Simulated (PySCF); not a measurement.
HBClFS (SMILES FB(S)Cl), singlet, geometry from GFN2-xTB. Base run: B3LYP/6-31G, polarisability run with PySCF.

Input for PySCF:
```python
from pyscf import gto, scf, dft
from pyscf.prop import polarizability

mol = gto.M(
    atom='''
B     0.06363991    0.31537615   -0.02414131
Cl   -1.54065805   -0.03574650   -0.51742705
F     0.47408556    1.57706232   -0.06785444
S     1.21137022   -0.94081337    0.54732731
H     2.22429372   -0.10973728    0.77041949
''',
    basis='6-31g',
    verbose=4,
)

mf = dft.RKS(mol)
mf.xc = 'b3lyp'
mf.kernel()
alpha = mf.Polarizability().polarizability()[2, 2]
print('alpha_zz =', alpha)
```

The base run was repeated with changes; each row names its change, and settings that it needs were set with it.

```csv
change,alpha_zz (bohr³),basis functions
base,21.26,46
basis = STO-3G,7.37,29
basis = def2-SVPD,41.78,105
basis = 6-31+G*,34.14,82
finite field (a.u.) = 0.001; conv_tol = 1e-11,21.26,46
finite field (a.u.) = 0.05; conv_tol = 1e-11,21.39,46
functional = pbe,22.01,46
"functional = lda,vwn",22.06,46
functional = hf,19.65,46
finite field (a.u.) = 0.001; conv_tol = 1e-6,21.27,46
functional = pbe0,21.31,46
basis = def2-SVP,25.25,69
```

Finite-field rows take the second difference of the energy in a field along z; a small field with loose convergence shows SCF noise divided by the square of the field, and a large one adds hyperpolarisability.
